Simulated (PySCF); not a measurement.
# From computed data to an observable: entropy of an ideal gas

CaO, SMILES [Ca]=[O].

The structure is a stationary point at PBE-D3(BJ)/def2-TZVPD.

PBE-D3(BJ)/def2-TZVPD (PySCF) gives the harmonic wavenumbers 746 cm⁻¹ and the rotational temperature 0.6348 K. The molar mass is 56.08 g/mol, the symmetry number 1, the spin multiplicity 1.

Question: Work out the entropy at 298.15 K and 1 atm in the rigid-rotor, harmonic-oscillator model.

Answer: 
Translation (Sackur–Tetrode at 1 atm): S = R[1.5 ln M + 2.5 ln T − 1.16487] = 159.0 J/(mol K).
Rotation: q = T/(σ θ) = 470, S = R[ln q + 1] = 59.5 J/(mol K).
Vibration: with u = 1.4388 ν/T, each mode gives R[u/(e^u − 1) − ln(1 − e^−u)]:
```tsv
ν (cm⁻¹)	modes	u	S (J/(mol K))
746	1	3.60	1.07
```
These are all the modes. Sum 1.1 J/(mol K).
Spin: R ln 1 = 0.0 J/(mol K).
Total 219.5 J/(mol K); the program's own thermochemistry gives 219.5. Translation makes up 72 % and vibration 0 %. Anharmonicity, hindered rotation and orbital degeneracy are left out.
